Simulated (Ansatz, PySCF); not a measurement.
System: C3H4N, net charge 0, doublet state. It need not be the lowest isomer of its formula. SMILES: [C-]#[N+][CH]C
Structure (B3LYP-D3(BJ)/def2-TZVP (Ansatz, a first-principles code) minimum search):
```xyz
8

C     -1.5792     0.1486    -0.0893
C     -0.2734    -0.4526    -0.4641
N      0.8589    -0.0212     0.1045
C      1.8402     0.3806     0.6239
H     -1.5948     1.2231    -0.3001
H     -1.7743     0.0335     0.9821
H     -2.3891    -0.3243    -0.6418
H     -0.1800    -1.2434    -1.1948
```
Charge 0, spin multiplicity 2.

Property: atomisation energy (electronic, to ground-state atoms), in kJ/mol. Valence correlation only, unless marked. UHF or UKS for open shells. No spin-orbit coupling. No relativistic terms. The coupled-cluster limit lacks core correlation, which all-electron functionals hold. CBS(X,Y): correlation extrapolated as X^-3; Hartree-Fock from the larger set. The bracket is a focal-point correction in the basis named.

```csv
level,program,atomisation energy (kJ/mol)
HF/cc-pVDZ,Ansatz,2304.6
HF/def2-TZVPD,PySCF,2354.5
HF-D3(BJ)/def2-TZVPD,PySCF + dftd3,2466.1
revPBE/def2-TZVPD,Ansatz,3298.5
r2SCAN-D4/def2-TZVPD,Ansatz + dftd4,3316.6
PBE0/def2-SVP,Ansatz,3369.1
LC-wPBE-D3(BJ)/def2-TZVPD,Ansatz + dftd3,3321.0
B2GP-PLYP-D3(BJ)/def2-TZVPD,Ansatz + dftd3,3263.9
B2PLYP-D3(BJ)/def2-TZVPD,Ansatz + dftd3,3283.9
PBE-QIDH/def2-TZVPD,Ansatz,3274.8
MP2/6-31G,Ansatz,2804.9
CCSD/cc-pVDZ,Ansatz,2973.5
CCSD(T)/6-31G*,Ansatz,3005.9
CCSD(T)/cc-pVTZ,Ansatz,3191.4
"RI-MP2/CBS(aug-cc-pVTZ,aug-cc-pVQZ)+[CCSD(T)-MP2]/aug-cc-pVTZ",Ansatz,3281.6
```
